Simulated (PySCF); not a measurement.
**PI: energy against distance**

Set-up: basis P x2c-SVPall, I x2c-SVPall; spin-free X2C with a Gaussian nucleus; PySCF 2.14. Energies in eV from P + I in their ground configurations at the same level. All curves are PBE0. state 1: ³Σ⁻ (triplet), unpaired electrons π ↑↑; state 2: Ms = 0 determinant of mixed spin (⟨S²⟩ near 1.0), unpaired electrons π ↑↓, a mixture of terms (⟨Lz²⟩ = 2.0), a second solution, started from another occupation; state 3: singlet, one real π or δ orbital doubly filled, a mixture of terms (⟨Lz²⟩ = 2.0), a second solution, started from another occupation; state 4: quintet, unpaired electrons σ ↑, π ↑↑↑, a second solution, started from another occupation.

```json
{"R (Å)": "2.065", "state 1": "-1.357", "state 2": "-1.070", "state 3": "-0.159", "state 4": "6.3119"}
{"R (Å)": "2.161", "state 1": "-2.001", "state 2": "-1.705", "state 3": "-0.764", "state 4": "4.7699"}
{"R (Å)": "2.257", "state 1": "-2.340", "state 2": "-2.036", "state 3": "-1.064", "state 4": "3.5996"}
{"R (Å)": "2.329", "state 1": "-2.454", "state 2": "-2.143", "state 3": "-1.149", "state 4": "2.9078"}
{"R (Å)": "2.401", "state 1": "-2.481", "state 2": "-2.163", "state 3": "-1.146", "state 4": "2.3437"}
{"R (Å)": "2.473", "state 1": "-2.443", "state 2": "-2.118", "state 3": "-1.080", "state 4": "1.8826"}
{"R (Å)": "2.569", "state 1": "-2.323", "state 2": "-1.988", "state 3": "-0.923", "state 4": "1.3956"}
{"R (Å)": "2.689", "state 1": "-2.101", "state 2": "-1.753", "state 3": "-0.657", "state 4": "0.9466"}
{"R (Å)": "2.833", "state 1": "-1.781", "state 2": "-1.415", "state 3": "-0.286", "state 4": "0.5769"}
{"R (Å)": "3.025", "state 1": "-1.335", "state 2": "-0.935", "state 3": "0.234", "state 4": "0.2769"}
```

Question: Put a parabola through the three lowest points of the state 1 curve and estimate Re, k and ωe (reduced mass 24.9 u; 1 eV/Å² = 0.16022 mdyn/Å; ωe = 1302.8·√(k/μ) cm⁻¹).

Answer: Through R = 2.329, 2.401, 2.473 Å the second-order coefficient is 6.27 eV/Å², so Re ≈ 2.395 Å, k ≈ 2.01 mdyn/Å and ωe ≈ 370 cm⁻¹. A polynomial fit of higher order to the unrounded PBE0 energies gives Re = 2.391 Å, k = 2.05 mdyn/Å, ωe = 374 cm⁻¹; anharmonicity and rounding make the difference.

The higher-order fit for each curve: state 1: Re = 2.391 Å, ωe = 374 cm⁻¹, De = 2.48 eV; state 2: Re = 2.384 Å, ωe = 381 cm⁻¹, minimum 2.16 eV below the ground-state fragments; state 3: Re = 2.362 Å, ωe = 397 cm⁻¹, minimum 1.16 eV below the ground-state fragments. State 4 gave no clean fit.

These are scalar-relativistic numbers at best; spin–orbit coupling would shift them, the dissociation energy most. The state is the lowest determinant that a PBE0 search found; another state may lie lower at other levels.
